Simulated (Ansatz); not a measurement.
The cluster Sn3. Charge 0, multiplicity 1. Geometry relaxed at PBE0-D4/def2-SVP.

Cartesian coordinates in Å:
```
Sn -0.139 0.731 1.667
Sn 1.239 -0.600 -0.216
Sn -1.100 -0.131 -1.451
```

In the def2 sets Sn takes a core potential; there is no spin–orbit coupling. The restricted singlet is unstable towards broken spin symmetry at other levels; at PBE0-D4/def2-SVP this wasn't settled. The geometry of the singlet was relaxed on an unsound state (restricted singlet, unstable towards broken spin symmetry at other levels and untested here). At PBE0-D4/def2-TZVP a triplet of charge 0 lies 0.21 eV below the restricted singlet, each at its own geometry. The structure comes from a short search, and lower isomers may exist.

(1) Estimate the harmonic wavenumbers at RKS PBE0-D4/def2-SVP (Ansatz, unscaled). Is this a minimum?

Results:

(1) 76, 200, 208 cm⁻¹. Yes, no mode is imaginary beyond noise. Zero-point energy 2.9 kJ/mol. Hardware: 4 threads of Arm Neoverse V1 on a shared host. Wall time 15 s.
